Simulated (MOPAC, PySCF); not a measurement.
C$_{5}$H$_{10}$, SMILES `C/C=C\CC` (C–C–C–C torsion 118°), neutral singlet in the gas phase. 

Cartesian coordinates (Å):
SMILES: C/C=C\CC
```xyz
15

C      2.1420    -0.0274     0.4066
C      1.2210    -0.7372    -0.5271
C     -0.0470    -0.4403    -0.7981
C     -0.8711     0.6656    -0.2258
C     -2.0775     0.1416     0.5467
H      3.0208     0.3490    -0.1269
H      1.6691     0.8163     0.9092
H      2.5146    -0.7115     1.1758
H      1.6522    -1.5950    -1.0390
H     -0.5699    -1.0810    -1.5067
H     -0.2686     1.3062     0.4218
H     -1.2248     1.3037    -1.0449
H     -2.7037    -0.4923    -0.0869
H     -2.6976     0.9613     0.9169
H     -1.7595    -0.4592     1.4020
```
Charge 0, multiplicity 1.

All levels are single points at this geometry (PBE0-D3(BJ)/def2-TZVP); Pople sets use spherical d functions. Orbital energies aren't observables, and empty levels follow the basis.

BP86/6-31G* in PySCF gives gap (eV) = 5.62.

Estimate the gap (eV) from each of these levels: PBE-D3(BJ)/def2-TZVP in PySCF; PBE0-D3(BJ)/def2-TZVP in PySCF; B3LYP/6-311+G** in PySCF; B3LYP/6-31G* in PySCF; M06-2X/6-31G* in PySCF; SVWN5/6-31G* in PySCF; HF/3-21G in PySCF; HF/STO-3G in PySCF; AM1 in MOPAC; PM3 in MOPAC; PM6 in MOPAC; PM7 in MOPAC.


```tsv
level	gap (eV)
PBE-D3(BJ)/def2-TZVP in PySCF	5.47
PBE0-D3(BJ)/def2-TZVP in PySCF	7.60
B3LYP/6-311+G** in PySCF	6.77
B3LYP/6-31G* in PySCF	7.39
M06-2X/6-31G* in PySCF	10.00
SVWN5/6-31G* in PySCF	5.56
HF/3-21G in PySCF	14.56
HF/STO-3G in PySCF	16.69
AM1 in MOPAC	10.99
PM3 in MOPAC	10.91
PM6 in MOPAC	11.02
PM7 in MOPAC	10.93
```
